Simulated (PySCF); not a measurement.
Species: C4H7N2Si2 (doublet state).
Cartesian coordinates in Å at the GFN2-xTB level; atoms count from 1:
```
atom  x, y, z in Å
N1     3.6322    0.6840   -0.4428
C2     2.9221   -0.1358   -0.0807
C3     2.0020   -1.1528    0.3556
C4     0.5668   -0.7820   -0.0360
Si5   -0.0049    0.8827    0.7304
Si6   -2.0975    1.5405    0.0628
C7    -3.3311    0.1542    0.2447
N8    -3.9731   -0.7852    0.4023
H9     2.0880   -1.2506    1.4419
H10    2.2981   -2.1047   -0.0975
H11    0.4954   -0.7381   -1.1249
H12   -0.0981   -1.5874    0.2870
H13    0.3037    0.7726    2.1685
H14   -2.1655    1.8902   -1.3605
H15   -2.6424    2.6203    0.8878
```

The hyperfine couplings belong to this conformer and change with its torsions.

As a line formula: `N#CCC[SiH][SiH2]C#N` [radical].

The calculation used PySCF 2.14.0, UKS B3LYP, pcH-1 on C H N Si, non-relativistic, mean-field spin-orbit, GIAO. The structure is a single GFN2-xTB conformer in the gas phase; no vibrational or solvent corrections. Couplings are sensitive to structure, and on GFN2-xTB geometries they can be far from those on DFT ones, by a factor of two or more for some ions and for spin on atoms past the first row. Stability of the SCF solution: not tested.

Task: Match the computed a_iso(29Si) values -404.4, -57.4 MHz with the sites Si5; Si6.

Result: 
```
site  a_iso (MHz)  ρ(0) (bohr⁻³)                 position  distance from Si5 (Å)  spin population  largest |T| (MHz)
 Si5       -404.4        +0.4562  largest spin population                   0.00            +0.95              173.9
 Si6        -57.4        +0.0646          1 bond from Si5                   2.29            +0.03                9.7
```

ρ(0) is the spin density at the nucleus and T the dipolar tensor; a_iso includes a spin–orbit part; entries for several nuclei are means. The largest Mulliken spin population is on Si5 (+0.95). The angles at Si5 add up to 338.8°, so it is pyramidal.

Examples of negative spin density at the nucleus (bohr⁻³): C4 (-0.0015).

Class means assume fast exchange of nuclei equivalent by connectivity; if that motion is slow, each nucleus keeps its own coupling. The 1H value of +28.5 MHz is a mean of couplings from 5.2 to 51.8 MHz in this one geometry, not an average over conformers.
